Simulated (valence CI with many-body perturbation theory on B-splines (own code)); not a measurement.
Au55+: calculated level list

Level of theory: valence CI with perturbative core correlation (CI+MBPT): six valence electrons over a frozen Dirac-Fock core [Ar], radial functions for each j: 7 s, 7 p, 8 d, 6 f, 4 g, 1 h, with the one-electron correlation potential Σ1 (screened to all orders), the two-electron term Σ2, the three-electron term Σ3, Breit, model QED; selected single and double excitations, second order for the rest, scaled by the run's own slope (own B-spline code, finite nucleus).

No measured spectrum was set against this ion. As an estimate, large intervals hold to a few tenths of a per cent, small ones and those within an open d or f shell to about a per cent. Core correlation moves these levels by up to 16000 cm⁻¹, and in measured spectra 5 to 20 % of such shifts remained as error; rates that hang on mixing are uncertain with them. Among the levels kept, up to 1100 cm⁻¹ of a level comes from second order outside the variational space, and about a tenth of that is noise between levels of different J, which matters for small intervals. The list stops below the first excitations out of the core. Only levels of the ground parity were solved; by the run's estimate the other parity begins above the list, which can be wrong where configurations are misplaced.

Levels 1 to 29 of 29, with energies above the lowest level, (3d3/2^4 3d5/2^2) J=4. "Leading %" is the weight of the configuration and term that name the level; weights of strongly mixed levels are sums over their largest components and can fall short, so below about 35 % the name and the second component can differ from the true leading terms, or belong to a minority configuration. In the jj column 3d3/2^4 stands for four electrons in 3d with j = 3/2. Lifetimes count E1, E2, E3, M1 and M2 decay at the calculated energies, and are blank where another channel may lead or the interval is too uncertain; long ones can be off by a factor of two.

```csv
No.,Configuration,Term,J,E (eV),Leading %,Leading jj,Lifetime
1,3d⁶,³F,4,0.00,42,3d3/2^4 3d5/2^2 (99 %),
2,3d⁶,³P,2,8.66,38,3d3/2^4 3d5/2^2 (98 %),36.5 s
3,3d⁶,³P,0,29.25,56,3d3/2^4 3d5/2^2 (95 %),131 ms
4,3d⁶,⁵D,3,88.32,59,3d3/2^3 3d5/2^3 (98 %),108 ns
5,3d⁶,⁵D,4,89.30,46,3d3/2^3 3d5/2^3 (98 %),124 ns
6,3d⁶,⁵D,1,93.78,44,3d3/2^3 3d5/2^3 (98 %),96.4 ns
7,3d⁶,³H,6,97.50,65,3d3/2^3 3d5/2^3 (100 %),7.41 ms
8,3d⁶,³G,5,97.72,62,3d3/2^3 3d5/2^3 (100 %),572 ns
9,3d⁶,³F,2,105.59,47,3d3/2^3 3d5/2^3 (98 %),190 ns
10,3d⁶,³D,3,107.20,33,3d3/2^3 3d5/2^3 (99 %),307 ns
11,3d⁶,³P,0,116.86,62,3d3/2^3 3d5/2^3 (94 %),
12,3d⁶,¹G,4,122.37,46,3d3/2^3 3d5/2^3 (98 %),7.43 μs
13,3d⁶,³P,1,123.51,69,3d3/2^3 3d5/2^3 (98 %),249 ns
14,3d⁶,³D,2,123.72,29,3d3/2^3 3d5/2^3 (95 %),1.18 μs
15,3d⁶,³F,3,124.90,57,3d3/2^3 3d5/2^3 (100 %),448 ns
16,3d⁶,⁵D,2,182.41,65,3d3/2^2 3d5/2^4 (98 %),52.1 ns
17,3d⁶,⁵D,0,185.56,66,3d3/2^2 3d5/2^4 (98 %),46.9 ns
18,3d⁶,³H,4,188.54,42,3d3/2^2 3d5/2^4 (99 %),66.2 ns
19,3d⁶,⁵D,3,192.07,33,3d3/2^2 3d5/2^4 (97 %),70.3 ns
20,3d⁶,³H,5,193.02,62,3d3/2^2 3d5/2^4 (100 %),113 ns
21,3d⁶,¹I,6,196.30,65,3d3/2^2 3d5/2^4 (100 %),197 ns
22,3d⁶,³F,3,200.76,42,3d3/2^2 3d5/2^4 (99 %),102 ns
23,3d⁶,³D,1,203.00,51,3d3/2^2 3d5/2^4 (98 %),83.6 ns
24,3d⁶,¹G,4,204.88,50,3d3/2^2 3d5/2^4 (98 %),139 ns
25,3d⁶,³F,2,206.67,35,3d3/2^2 3d5/2^4 (98 %),120 ns
26,3d⁶,³F,2,219.57,66,3d3/2^2 3d5/2^4 (99 %),77.2 ns
27,3d⁶,³F,4,224.69,62,3d3/2^2 3d5/2^4 (99 %),124 ns
28,3d⁶,¹D,2,243.59,76,3d3/2^2 3d5/2^4 (98 %),137 ns
29,3d⁶,¹S,0,263.35,79,3d3/2^2 3d5/2^4 (97 %),100 ns
```

The ionisation energy to 3d⁵ ²D5/2 of the next ion comes out as 5451.9 eV (NIST: 5452 ± 5 eV (theoretical)). All 29 levels together are meant to be complete up to 280.67 eV.
